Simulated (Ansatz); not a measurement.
A CCSD(T) single point on C4H14N2O2Si (`CN(C)[Si](O)(O)N(C)C`).

```yaml
crystal:
  periodic: [false, false, false]
  atoms:
    - {symbol: C, position_ang: [-0.938265, 0.384953, -1.881656]}
    - {symbol: N, position_ang: [-0.516412, 1.098235, -0.701879]}
    - {symbol: C, position_ang: [-1.122162, 2.398800, -0.565463]}
    - {symbol: Si, position_ang: [0.710182, 0.463069, 0.293940]}
    - {symbol: O, position_ang: [0.704914, 1.504910, 1.573967]}
    - {symbol: O, position_ang: [2.222110, 0.398568, -0.364728]}
    - {symbol: N, position_ang: [0.396414, -1.171301, 0.654506]}
    - {symbol: C, position_ang: [1.371972, -2.231979, 0.670597]}
    - {symbol: C, position_ang: [-0.905398, -1.576127, 1.123557]}
    - {symbol: H, position_ang: [-2.027444, 0.240079, -1.888163]}
    - {symbol: H, position_ang: [-0.672516, 0.922444, -2.802948]}
    - {symbol: H, position_ang: [-0.470083, -0.600530, -1.920193]}
    - {symbol: H, position_ang: [-0.787455, 2.880512, 0.351716]}
    - {symbol: H, position_ang: [-2.217387, 2.317901, -0.528796]}
    - {symbol: H, position_ang: [-0.873739, 3.054261, -1.413019]}
    - {symbol: H, position_ang: [1.337320, 1.309335, 2.265965]}
    - {symbol: H, position_ang: [2.583959, 1.239115, -0.646849]}
    - {symbol: H, position_ang: [2.326417, -1.877448, 0.285065]}
    - {symbol: H, position_ang: [1.530972, -2.623176, 1.686165]}
    - {symbol: H, position_ang: [1.043326, -3.074694, 0.046715]}
    - {symbol: H, position_ang: [-0.876294, -1.922420, 2.166407]}
    - {symbol: H, position_ang: [-1.307100, -2.398299, 0.515272]}
    - {symbol: H, position_ang: [-1.608629, -0.743108, 1.065220]}
basis:
  gaussian: {orbitals: def2-TZVPP}
correlation: {method: ccsd_t}
output: {orbitals: {seedname: orbitals}}
```

```sh
$ ansatz run in.yaml --threads 4 --pin off --events-out ev --progress --plain --max-ram 46080MiB --backend cuda --devices 0, --max-vram 37GiB
```

Log, shortened:

```
Functional definition: HF
2867 factors; integrals over basis functions are off by at most 1.2e-3 eV
mean field evaluation 1: about -19244.0263 eV, gradient 6.2e1 eV
mean field evaluation 2: about -19244.5249 eV, gradient 6.2e1 eV
mean field evaluation 4: about -19252.4982 eV, gradient 5.8e0 eV
mean field evaluation 8: about -19252.6094 eV, gradient 2.7e-1 eV
mean field -19252.60967050 eV, -707.5203555035 hartree, gradient 1.8e-6 eV, S^2 0.000000; 0 other end points of the search recorded, 0 dependent functions left out
13 core orbitals not correlated: weight in the atoms' cores, before any rotation towards them, 1.000 or more for the frozen orbitals, at most 0.000 for the correlated occupied ones
reference -19252.60967050 eV, -707.5203555035 hartree; 28, 28 occupied and 445, 445 virtual orbitals, 2867 factors
second order -46.95189031 eV of doubles, -0.00000000 eV of singles
cycle   1  -47.46456885 eV  change   -5.1e-1 eV  update   1.3e-1
cycle   2  -48.51780612 eV  change    -1.1e0 eV  update   3.6e-2
cycle   3  -48.72681074 eV  change   -2.1e-1 eV  update   1.7e-2
cycle   4  -48.70844823 eV  change    1.8e-2 eV  update   3.7e-3
cycle   5  -48.70863278 eV  change   -1.8e-4 eV  update   1.7e-3
cycle   6  -48.70957812 eV  change   -9.5e-4 eV  update   5.2e-4
cycle   7  -48.70921111 eV  change    3.7e-4 eV  update   2.2e-4
cycle   8  -48.70911658 eV  change    9.5e-5 eV  update   6.2e-5
cycle   9  -48.70913664 eV  change   -2.0e-5 eV  update   2.4e-5
perturbative correction -1.88093836 eV, -0.0691232098 hartree
Total energy: -19303.19974550 eV, -709.3795064686 hartree
```

Run time 47 s (4 threads of an AMD EPYC 7R13 on a shared host and a share of an NVIDIA H100 80 GB); peak host memory 1.1 GiB.

The correlation energy is -50.590 eV, 3.7 % of it from (T); the T1 diagnostic reads 0.0105.
